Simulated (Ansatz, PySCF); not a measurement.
Energy difference R1 + R2 → P1, each structure at its B3LYP-D3(BJ)/def2-TZVP stationary point, reached from a drawn start (curvature not checked).
R1, H2 (SMILES [H][H]) (charge 0, multiplicity 1):
```xyz
2

H      0.000     0.000     0.372
H      0.000     0.000    -0.372
```
P1, C2H4 (SMILES C=C) (charge 0, multiplicity 1):
```xyz
6

C     -0.6611    -0.0392    -0.0047
C      0.6611     0.0392     0.0047
H     -1.2848     0.8354     0.1353
H     -1.1749    -0.9815    -0.1527
H      1.2848    -0.8354    -0.1353
H      1.1749     0.9815     0.1527
```
R2, C2H2 (SMILES C#C) (charge 0, multiplicity 1):
```xyz
4

C     -0.55965     0.08006    -0.19612
C      0.55965    -0.08006     0.19612
H     -1.55351     0.22215    -0.54439
H      1.55351    -0.22215     0.54439
```

P less R. No zero-point or thermal terms.

Cores are frozen in the correlated methods. CBS: X⁻³ extrapolation of the correlation energy, Hartree–Fock from the larger set.

Run with Ansatz (a first-principles code); PySCF for the D3/D4 terms. No computed number here is a measurement.

Task: Estimate the reaction energy that CCSD(T)/CBS(cc-pVTZ, cc-pVQZ) returns for this input.

Result: -49.4 kcal/mol

Task: What is the computed reaction energy (HF/cc-pVDZ)?

Result: -53.6 kcal/mol

Task: Predict the reaction energy from BLYP-D4/def2-TZVPP.

Result: -47.7 kcal/mol
